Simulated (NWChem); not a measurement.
Species: C2HCl2F; SMILES FC=C(Cl)Cl

Computed with NWChem. Pople sets run with spherical d functions. The level has its own optimisation; frequencies are unscaled.

Q: What does the run give for Hartree-Fock/6-31G*? Quantities: r C–F (Å); r C–C (Å); r C–H (Å); highest harmonic frequency (cm⁻¹); lowest (cm⁻¹); zero-point energy (kcal/mol); dipole (D).

A: 
| Quantity | Value |
|---|---|
| r C–F (Å) | 1.316 |
| r C–C (Å) | 1.312 |
| r C–H (Å) | 1.070 |
| highest harmonic frequency (cm⁻¹) | 3456 |
| lowest (cm⁻¹) | 222 |
| zero-point energy (kcal/mol) | 18.2 |
| dipole (D) | 1.57 |
